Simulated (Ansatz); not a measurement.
Reaction (cleavage of the Si–Si bond): `[SiH3][SiH]1C=CS1` + `CNC` → `CN(C)[SiH3]` + `C1=CS[SiH2]1`

Computed with Ansatz on PBE0-D4/def2-TZVP structures; ΔE is electronic, products minus reactants. CCSD(T)/CBS is the MP2 limit (def2-TZVPP, def2-QZVPP) plus CCSD(T) − MP2 in def2-TZVPP, frozen cores. Functionals use def2-TZVPP. B3LYP here is the variant with VWN-RPA as its local correlation; programs differ in this.

`[SiH3][SiH]1C=CS1`:

Z-matrix (Å, degrees):
```
Si
C 1 1.844
C 1 2.370 2 34.4
Si 1 2.335 2 116.5 3 106.9
S 1 2.179 2 80.1 3 -2.1
H 1 1.488 2 118.3 3 -114.0
H 2 1.081 1 139.3 3 -175.4
H 3 1.088 2 128.5 1 -176.5
H 4 1.489 1 110.5 2 79.8
H 4 1.487 1 110.0 2 -160.4
H 4 1.485 1 108.9 2 -40.3
```

`CNC`:

Cartesian coordinates in Å:
```
C -1.191 -0.147 0.143
N 0.028 -0.389 -0.594
C 1.149 0.366 -0.084
H -1.992 -0.780 -0.242
H -1.499 0.894 0.006
H -1.102 -0.323 1.229
H 0.245 -1.376 -0.582
H 0.966 1.435 -0.233
H 2.055 0.107 -0.635
H 1.341 0.212 0.992
```

`CN(C)[SiH3]`:

Cartesian coordinates in Å:
```
C 0.795 0.488 -1.138
N -0.141 -0.011 -0.161
C -0.997 1.008 0.393
Si 0.169 -1.467 0.696
H 1.503 1.217 -0.715
H 0.264 0.984 -1.960
H 1.375 -0.333 -1.566
H -1.558 1.512 -0.404
H -0.438 1.781 0.943
H -1.723 0.566 1.080
H 1.157 -1.354 1.815
H 0.708 -2.460 -0.269
H -1.114 -1.932 1.286
```

`C1=CS[SiH2]1`:

```xyz
8

C    -0.687   -0.614    0.156
C     0.074   -0.314    1.220
S     1.355    0.862    0.827
Si    0.229    0.494   -0.993
H    -1.522   -1.301    0.152
H    -0.005   -0.691    2.237
H     1.027   -0.127   -2.080
H    -0.471    1.691   -1.521
```

```
          level  ΔE (eV)
         PBE-D4    -0.19
      r2SCAN-D4    -0.31
        PBE0-D4    -0.24
       B3LYP-D4    -0.37
            PBE    -0.18
         r2SCAN    -0.31
 MP2/def2-TZVPP    -0.46
CCSD/def2-TZVPP    -0.41
```

Task: What does CCSD(T)/CBS give? (Best estimate.)

Result: Computed: -0.38 eV. The listed levels differ from it by 0.19, 0.07, 0.14, 0.01, 0.20, 0.07, -0.08, -0.03 eV.

Largest T1 diagnostic among the species: 0.014.

From PBE to PBE0 (25 % exact exchange), in def2-TZVPP and without D4, ΔE moves by −0.06 eV. In def2-TZVPP, CCSD(T) changes the Hartree–Fock value by +0.12 eV (the triples alone add +0.02 eV) and MP2 by +0.05 eV.
